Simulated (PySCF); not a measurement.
CH₈NPSi.
Z-matrix (Å and degrees, GFN2-xTB geometry), rows numbered from 1:
```
C 
Si  1  1.9035
N   2  1.7237  1  106.36
P   2  2.2508  1  115.57  3   114.65
H   1  1.0859  2  111.31  3  -174.24
H   1  1.0855  2  111.02  3    65.92
H   1  1.0863  2  111.15  3   -54.00
H   2  1.4778  1  108.91  3  -125.94
H   3  1.0069  2  119.32  1   -56.17
H   3  1.0073  2  119.11  1   163.70
H   4  1.3819  2   94.46  1    55.44
H   4  1.3813  2   95.64  1   -37.30
```

Computed with PySCF, delta-SCF UKS SCAN, pcX-2 on the ionised atom, pcseg-1 elsewhere, spin-free X2C. Each binding energy is the total energy of the core-ionised species, with the hole localised on one atom, minus that of the ground state; both are solved self-consistently, so orbital relaxation is included.

Some binding energies are withheld.

```
atom(s)      bonded to     level  binding energy (eV)
     C1     3 H and Si      C 1s                    ?
     N3     2 H and Si      N 1s               404.56
    Si2  N, C, H and P     Si 1s              1846.42
    Si2  N, C, H and P  Si 2p3/2                    ?
     P4     2 H and Si      P 1s                    ?
     P4     2 H and Si   P 2p3/2               135.93
```

Q: What is the C 1s binding energy of C1?

A: 289.97 eV (Si-methyl carbon).

Q: What is the P 1s binding energy of P4?

A: 2149.41 eV (three-coordinate phosphorus).

Q: What is the Si 2p3/2 binding energy of Si2?

A: 106.54 eV (SiH silicon), with 2p1/2 at 107.16 eV.

Q: Give the binding energy of N 1s of N3 in hartree and in kJ/mol.

A: 404.56 eV = 14.8673 Eh = 39034 kJ/mol.

2p3/2 and 2p1/2 are the ΔSCF energy of one spin-free 2p hole plus the eigenvalues of a spin–orbit and ligand-field matrix of the shell. 2p1/2 minus 2p3/2 (ligand field included): Si 0.62 eV, P 0.89 eV. Isolated species at its GFN2-xTB geometry (one conformer only).

Time: 73 s wall; peak memory 0.51 GiB. Hardware: one thread of an Arm Neoverse N1, shared host with 64 logical CPUs at a one-minute load of 60.
